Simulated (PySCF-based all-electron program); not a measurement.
**Bi2H4, singlet: how the functional moves the forces**

Calculated with an in-house all-electron program built on PySCF, in large uncontracted Gaussian sets near the basis limit; Koelling–Harmon scalar relativity, no spin–orbit coupling, spin-restricted. Forces are good to about 0.011 eV/Å. Atoms are numbered as listed.

```xyz
6

Bi    0.0000    0.0000    0.0000
Bi    0.0000    0.0000    3.0328
H     1.8084    0.0211    0.0267
H    -0.0076    1.8000   -0.0944
H    -0.0866    1.7979    3.1274
H    -1.8070   -0.0737    3.0061
```

What forces does PBE give?



| atom | Fx | Fy | Fz (eV/Å) |
| --- | --- | --- | --- |
| Bi1 | -0.038 | -0.050 | -0.064 |
| Bi2 | 0.041 | -0.050 | 0.065 |
| H3 | 0.045 | -0.002 | -0.008 |
| H4 | 0.002 | 0.053 | 0.010 |
| H5 | -0.005 | 0.053 | -0.010 |
| H6 | -0.045 | -0.004 | 0.008 |
